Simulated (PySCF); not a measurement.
Computed properties of B(All)(F)(OH) (C₃H₆BFO), SMILES C=CCB(O)F

B(All)(F)(OH) (C3H6BFO), SMILES C=CCB(O)F. Coordinates come from a ωB97X-D3(BJ)/def2-SVP optimisation. Other conformers were not sampled. All values are computed for the isolated molecule unless a solvent is named; none is compared with measurement here.

**Structure.** All 30 harmonic modes at ωB97X-D3(BJ)/def2-SVP (PySCF) are real, so it is a minimum. With heavy atoms numbered as in [B:1]([CH2:2][CH:3]=[CH2:4])([F:10])[OH:11], the shortest bond between them is B1–F10 at 1.337 Å and the longest B1–C2 at 1.589 Å.

**Vibrations.** The strongest infrared lines (harmonic, unscaled, degenerate partners summed) lie at 1383 cm⁻¹ (400 km/mol, B 55 %, C 17 %, O 12 %, H 12 %), 1482 cm⁻¹ (289 km/mol, B 72 %, O 13 %), 3849 cm⁻¹ (113 km/mol, H 94 %). The softest mode is at 69 cm⁻¹ and the zero-point energy is 58.7 kcal/mol.

**Electronic structure.** r2SCAN/def2-TZVP (PySCF) places the frontier levels at -6.78 and -1.04 eV, a gap of 5.74 eV, and gives a dipole moment of 2.44 D and a mean polarisability of 53.5 bohr³. PBE/def2-TZVP (PySCF) at the same geometry gives -6.58 and -1.27 eV, so its gap is 0.43 eV narrower. An orbital gap is neither the optical nor the fundamental gap.

**Excitations.** TDDFT-PBE0/def2-SVPD (PySCF) has S1 at 6.82 eV (182 nm, f = 0.151, bright); the most intense of the 10 singlets computed lies at 6.82 eV (f = 0.15). T1 (TDA) is at 4.28 eV. TDDFT-PBE/def2-SVPD (PySCF) puts S1 at 6.21 eV. No vertical singlet excitation falls in the visible range (under 3.1 eV).

**NMR.** GIAO shifts at PBE0/pcSseg-1 (PySCF) (non-relativistic, atoms alike by connectivity averaged): ¹³C from 25.7 to 150.0 ppm against TMS; ¹H from 2.1 to 6.5 ppm against TMS; ¹⁹F at -98.8 ppm against CFCl3; ¹¹B at 19.2 ppm against BF3.
